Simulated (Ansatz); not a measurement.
(NaF)3 ring (Na3F3), relaxed as a singlet with RKS PBE-D4/def2-SVP in Ansatz, starting from the GFN2-xTB geometry. Force threshold 0.02 eV/Å.

Start:

```
atom    x (Å)    y (Å)    z (Å)
 Na1  -1.2358   1.2582  -0.4341
  F2   0.2803   1.7853   0.4696
 Na3   1.5086   0.4783   0.8926
  F4   1.2715  -1.2948   0.4463
 Na5  -0.2724  -1.7353  -0.4572
  F6  -1.5522  -0.4918  -0.9172
```

| step | energy (eV) | largest force component (eV/Å) | SCF passes |
| --- | --- | --- | --- |
| 1 | -21377.4329 | 1.963 | 22 |
| 2 | -21378.0931 | 1.141 | 21 |
| 3 | -21378.5623 | 0.068 | 23 |
| 4 | -21378.5635 | 0.025 | 21 |
| 5 | -21378.5643 | 0.001 | 22 |

Force components are those of the run's own axes.

End:

Cartesian coordinates in Å:
```
Na -1.365 1.390 -0.480
F 0.310 1.975 0.520
Na 1.667 0.528 0.985
F 1.405 -1.431 0.494
Na -0.301 -1.918 -0.505
F -1.715 -0.544 -1.014
```

By distances, no bond broke or formed. The bond that changes most is Na1–F2, from 1.84 to 2.04 Å (atoms count from 1).

No frequencies were taken in this run, so the end may be a saddle point.

It took 6 s on 4 threads of Arm Neoverse V1 on a shared host.
